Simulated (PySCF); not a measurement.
## Spinor energies of Pd³⁺ (palladium, charge +3)

Start: [Kr] 4d6 5p1; 4d3/2 filled at m_j = +3/2; 4d5/2 filled at m_j = -3/2, -1/2, +1/2, +3/2, +5/2; 5p3/2 filled at m_j = +3/2. Calculated with PySCF 2.14 in x2c-TZVPall-2c with one added diffuse shell each of s, p, d type (9s10p8d1f, 86 functions): generalised Hartree-Fock with the X2C-1e Hamiltonian and a Gaussian nucleus; one run each with spin-orbit coupling (SO) switched off, then screened by Boettger's factors. This is a chosen level, not necessarily the ground level.

```
spinor shell  electrons  ε, spin-free (eV)  ε, screened SO (eV)  weight of nominal j (screened SO)  rms radius, screened SO (bohr)
       1s1/2          2           -24525.0             -24523.3                              1.000                          0.0365
       2s1/2          2            -3707.5              -3707.0                              1.000                           0.150
       2p1/2          2            -3322.2              -3432.6                              1.000                           0.130
       2p3/2          4            -3322.2              -3271.1                              1.000                           0.135
       3s1/2          2            -745.27              -745.14                              1.000                           0.403
       3p1/2          2            -615.43              -635.38                              1.000                           0.399
       3d3/2          4            -409.45              -413.20                              0.976                           0.387
       3d5/2          6            -409.45              -406.83                              0.984                           0.390
       4s1/2          2            -152.72              -152.71                              1.000                           0.998
       4p1/2          2            -112.03              -119.05                              0.739                            1.08
       4p3/2          4            -112.03              -108.66                              0.869                            1.09
       4d5/2          5            -56.384              -57.260                              0.549                            1.35
       4d3/2          1            -56.384              -52.339                              0.756                            1.37
       5p3/2          1            -28.323              -28.137                              1.000                            2.98
```

(1) Where does 3p3/2 lie, and what is the 3p spin-orbit splitting (screened SO)?

```tsv
quantity	spin-free	screened SO
E (hartree)	-5039.64115	-5040.50031
M_J	11/2	11/2
⟨J²⟩	35.754	35.760
⟨L²⟩	12.004	12.167
⟨S²⟩	8.750	8.670
```

Each row is a mean over spinors that exchange with the open shell spreads, by up to 11.619 eV (4p3/2).

Rows whose weight is well below 1 are mixtures of j = l ± 1/2: exchange outweighs spin-orbit coupling there, and the label is only the starting occupation.

Breit and QED terms are absent; they matter most for the inner s and p1/2 levels.

Densities and radii are taken from the X2C orbitals without a picture-change correction, which distorts them close to the nucleus.

Without spin-orbit coupling the j labels of p, d and f shells carry no meaning; the spin-free column gives the mean over the occupied spinors of each nl shell.

Answers

(1) At -606.14 eV, 29.245 eV above 3p1/2.
